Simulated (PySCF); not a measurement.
A ladder for the electron affinity of Sb

Sb⁻ [Kr] 4d10 5s2 5p4 (3P) → Sb [Kr] 4d10 5s2 5p3 (4S). Scalar values calculated with PySCF 2.14 in aug-cc-pwCVTZ-DK3 (spin-free X2C; valence: [Kr] 4d10 frozen; valence and next inner shell: [Ar] 3d10 frozen). The spin-orbit shift comes from two-component X2C-1e calculations (generalised Hartree-Fock, GHF, and MP2 on its spinors, GMP2) in x2c-TZVPall-2c with one added diffuse shell each of s, p, d, f type: GMP2 gives 0.634 eV without and 0.771 eV with screened spin-orbit coupling, a shift of 0.136 eV (GHF: 0.142 eV). Sums use unrounded values; where a UHF row is shifted, it takes the GHF shift.

```
                                method  scalar (eV)
                                   UHF       -0.053
                         MP2 (valence)        0.617
                     SCS-MP2 (valence)        0.674
                        CCSD (valence)        0.721
                     CCSD(T) (valence)        0.775
                                   LDA        1.193
                                   PBE        0.969
                                  PBE0        0.900
                                r2SCAN        0.926
                                 M06-L        0.953
                               r2SCANh        0.914
                             CAM-B3LYP        1.037
    MP2 (valence and next inner shell)        0.627
SCS-MP2 (valence and next inner shell)        0.668
```

Question: Form a composite estimate from CCSD(T) (valence) and the spin-orbit shift, and compare it with the reference, 1.047 eV (measured; photodetachment measurements, as compiled on the Wikipedia data page of electron affinities).

Answer: 0.775 + (0.136) = 0.912 eV, an error of -0.136 eV.

The errors of the correlated levels include the incompleteness of the basis and the frozen core, so a lower level can come closer by cancellation.
